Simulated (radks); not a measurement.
Tl11+, 70 electrons, occupied as [Xe] 4f14 5d2.

Calculated with a radial shooting solver on a logarithmic mesh with Libxc functionals: non-relativistic Kohn-Sham, TPSS, spin-polarised, spherical densities, point nucleus; open shells are filled with parallel spins first (spin-orbit coupling, left out, can overturn this in heavy ions); meta-GGA in the generalised Kohn-Sham scheme; relativity is left out, which matters for an element this heavy.

Energy parts (eV):
| part | energy |
|---|---|
| total | -515116.25 |
| kinetic | 515005.49 |
| electron-nucleus | -1212471.85 |
| Hartree | 191828.73 |
| exchange-correlation | -9478.63 |

Orbitals (lengths in bohr, moments of r in powers of bohr; <r^-3> diverges for s and p1/2):
orbital	occ.	eigenvalue (eV)	<r^-3>	<r^4>
1s down	1	-77239.51	-	5.479e-07
1s up	1	-77239.50	-	5.479e-07
2s up	1	-13135.95	-	0.00008779
2s down	1	-13135.63	-	0.00008779
2p up	3	-12646.50	18860	0.00005492
2p down	3	-12646.27	18860	0.00005492
3s up	1	-3262.360	-	0.002954
3s down	1	-3262.270	-	0.002953
3p up	3	-3030.763	4136	0.002605
3p down	3	-3030.657	4136	0.002605
3d up	5	-2600.424	739.8	0.001723
3d down	5	-2600.199	739.7	0.001723
4s up	1	-863.1815	-	0.06376
4s down	1	-862.9980	-	0.06373
4p up	3	-761.8379	990.2	0.06816
4p down	3	-761.6222	989.7	0.06811
4d up	5	-575.5635	157.9	0.07852
4d down	5	-575.2598	157.9	0.07832
4f up	7	-324.3236	35.90	0.1123
4f down	7	-323.8993	35.97	0.1110
5s up	1	-286.6290	-	1.264
5s down	1	-284.2355	-	1.257
5p up	3	-250.7724	210.2	1.571
5p down	3	-248.2656	212.2	1.568
5d up	2	-189.4504	28.37	2.613
5d down	0	-186.8968	28.44	2.641

The highest occupied level is 5d up at -189.45 eV. Spin moment in Bohr magnetons: 2. Summed over all electrons, <r^2> = 19.01 bohr^2, which gives a Langevin (diamagnetic) susceptibility term of -15.1 x 10^-6 cm^3/mol.
